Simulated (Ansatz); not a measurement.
Wavefunction ladder for CH$_{6}$FNOSi (`N[SiH2]OCF`)

```xyz
11

N     1.496   -1.343    0.909
Si    0.615    0.075    0.603
O    -0.232   -0.006   -0.829
C    -1.404    0.654   -1.063
F    -1.177    2.009   -1.211
H     1.046   -2.225    1.091
H     2.421   -1.467    0.533
H    -0.411    0.279    1.660
H     1.593    1.183    0.538
H    -1.835    0.293   -2.000
H    -2.112    0.547   -0.231
```

The species carries charge 0 and has multiplicity 1. The structure was optimised at the PBE0-D4/def2-TZVP level. It is one conformer, not always the lowest. Frozen core, restricted reference, the Gaussian-basis code of Ansatz. CBS rows extrapolate triple and quadruple zeta; past MP2 they add the triple-zeta difference.

```csv
basis,HF (Eh),MP2 corr.
def2-SVP,-558.80691,-0.77096
def2-TZVPP,-559.25087,-0.99050
def2-QZVPP,-559.27322,-1.07032
```

(1) Estimate the CCSD correlation energy and the (T) correction in each basis where they were run (hartree).

Results:

(1) 
```json
{"basis": "def2-SVP", "CCSD corr.": "-0.81512", "(T)": "-0.01810"}
{"basis": "def2-TZVPP", "CCSD corr.": "-1.02405", "(T)": "-0.03529"}
{"basis": "CBS(def2)", "CCSD corr.": "-1.16300", "(T)": "as TZ"}
```
